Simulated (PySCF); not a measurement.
Molfile (atoms numbered from 1):
```
C6H7P2
     RDKit          3D

 15 15  0  0  0  0  0  0  0  0999 V2000
    3.2276   -0.7427    0.2825 C   0  0  0  0  0  0  0  0  0  0  0  0
    2.5046    0.3522    0.0394 C   0  0  0  0  0  0  0  0  0  0  0  0
    1.0736    0.4254   -0.0415 C   0  0  0  0  0  0  0  0  0  0  0  0
    0.3075    1.9720   -0.3526 P   0  0  0  0  0  0  0  0  0  0  0  0
   -1.3008    1.3175   -0.3056 C   0  0  0  0  0  0  0  0  0  0  0  0
   -1.4529   -0.0289   -0.0741 C   0  0  0  0  0  0  0  0  0  0  0  0
   -2.8122   -0.6701    0.0025 C   0  0  0  0  0  0  0  0  0  0  0  0
    0.0139   -0.9609    0.1536 P   0  0  0  0  0  0  0  0  0  0  0  0
    2.7470   -1.6952    0.4409 H   0  0  0  0  0  0  0  0  0  0  0  0
    4.3064   -0.7235    0.3304 H   0  0  0  0  0  0  0  0  0  0  0  0
    3.0155    1.3007   -0.1155 H   0  0  0  0  0  0  0  0  0  0  0  0
   -2.1569    1.9666   -0.4614 H   0  0  0  0  0  0  0  0  0  0  0  0
   -3.5656   -0.0285   -0.4586 H   0  0  0  0  0  0  0  0  0  0  0  0
   -2.8123   -1.6350   -0.5049 H   0  0  0  0  0  0  0  0  0  0  0  0
   -3.0999   -0.8417    1.0429 H   0  0  0  0  0  0  0  0  0  0  0  0
  1  2  2  0
  2  3  1  0
  3  4  2  0
  4  5  1  0
  5  6  2  0
  6  7  1  0
  6  8  1  0
  8  3  1  0
  1  9  1  0
  1 10  1  0
  2 11  1  0
  5 12  1  0
  7 13  1  0
  7 14  1  0
  7 15  1  0
M  CHG  1   8  -1
M  END
```

Geometry: GFN2-xTB; GIAO shifts from PySCF 2.14, gas phase, non-relativistic, averaged over equivalent atoms.

At LDA/pcseg-1 (155 basis functions, 29 s wall time on 1 thread of an Arm Neoverse V1, shared host):
| atoms | δ (ppm) |
| --- | --- |
| C3 | 190.6 |
| C6 | 161.1 |
| C2 | 149.8 |
| C5 | 145.9 |
| C1 | 94.4 |
| C7 | 26.6 |
| P4 | 524.6 |
| P8 | 470.2 |
| H12 | 7.56 |
| H11 | 7.18 |
| H9 | 6.01 |
| H10 | 3.94 |
| H13/H14/H15 | 2.89 |

Chemical shifts δ = σref − σ; 13C (194.27 ppm) and 1H (31.39 ppm) vs TMS; 31P (612.48 ppm) vs PH3, all at this level.

Task: Estimate the result of repeating the calculation with PBE0/pcSseg-1.

Result: 
```json
{"atoms": "C3", "δ at PBE0/pcSseg-1": "191.6", "change": "+1.0"}
{"atoms": "C6", "δ at PBE0/pcSseg-1": "161.8", "change": "+0.7"}
{"atoms": "C2", "δ at PBE0/pcSseg-1": "151.1", "change": "+1.3"}
{"atoms": "C5", "δ at PBE0/pcSseg-1": "145.9", "change": "+0.0"}
{"atoms": "C1", "δ at PBE0/pcSseg-1": "94.0", "change": "-0.4"}
{"atoms": "C7", "δ at PBE0/pcSseg-1": "25.4", "change": "-1.2"}
{"atoms": "P4", "δ at PBE0/pcSseg-1": "204.9", "change": "-319.7"}
{"atoms": "P8", "δ at PBE0/pcSseg-1": "162.7", "change": "-307.5"}
{"atoms": "H12", "δ at PBE0/pcSseg-1": "7.41", "change": "-0.15"}
{"atoms": "H11", "δ at PBE0/pcSseg-1": "7.12", "change": "-0.06"}
{"atoms": "H9", "δ at PBE0/pcSseg-1": "5.88", "change": "-0.13"}
{"atoms": "H10", "δ at PBE0/pcSseg-1": "3.88", "change": "-0.06"}
{"atoms": "H13/H14/H15", "δ at PBE0/pcSseg-1": "2.75", "change": "-0.14"}
```

δ = σ(ref) − σ, references computed at the same level: 13C (σ = 186.93 ppm), 1H (σ = 31.72 ppm) against TMS; 31P (σ = 318.38 ppm) vs H3PO4.

The largest change is at P4 (phosphorus bonded to 2 C, in a 5-membered ring). Cost: 185 basis functions, 27 s wall time on 1 thread of an Arm Neoverse V1, shared host. The order of the carbon signals is the same at both levels.
